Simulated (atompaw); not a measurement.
Before and after: PAW (atompaw) potential for titanium (Ti)

atompaw 4.2.0.5 input, output lines left out:

```
Ti 22
GGA-PBESOL scalarrelativistic loggrid 1500 logderivrange -5 5 251
4 4 3 0 0 0
4 0 1.75
4 1 0
3 2 2
0 0 0
c
c
c
v
c
v
v
v
2
2.45 2.05 2.20 1.45
y
3.4
n
n
y
1.15
n
custom polynom vanderbiltortho besselshape
3 0 ultrasoft
2.45
2.45
1.40
2.45
2.45
2.45
```

Change: augmentation besselshape compensation charge, radius 2.05 bohr; PAW radius 2.45 bohr; waves and projectors: modrrkj vanderbiltortho.

Cutoffs: the cutoffs (Ry, on a coarse ladder) from which the occupation-weighted sum of valence levels, in a spherical-Bessel basis at the reference potential, stays within 10 and 1 mRy of its value at 400 Ry; they do not see the model core or the augmentation charge, which bear on the density cutoff.

Task: What does the change do?

Result: The potential gets softer (35 Ry and 70 Ry → 35 Ry and 60 Ry); both files keep a bound ghost (s); the range in which the s phases agree narrows (upper end at the end of the scan → -0.4); the range in which the d phases agree narrows (upper end 2.2 → 0.4).

| quantity | base | changed |
| --- | --- | --- |
| cutoff, loose | 35 Ry | 35 Ry |
| cutoff, tight | 70 Ry | 60 Ry |
| bound ghosts | s | s |
| s: phases at 2.46 bohr within 0.05 rad from the reference energy up to (Ry; the scan ends near 5) | to the end of the scan | -0.4 |
| p: phases at 2.46 bohr within 0.05 rad from the reference energy up to (Ry; the scan ends near 5) | 4.9 | to the end of the scan |
| d: phases at 2.46 bohr within 0.05 rad from the reference energy up to (Ry; the scan ends near 5) | 2.2 | 0.4 |
| lowest overlap eigenvalue by channel | s 0.11, p 0.53, d 0.93 | s 0.08, p 0.66, d 1.00 |

 A true bound ghost makes a file unfit for plane-wave use even where its test errors are small: the radial tests pick states by their node count and pass the ghost by. The cutoffs see the waves, projectors and local potential, not the compensation charge or the core.
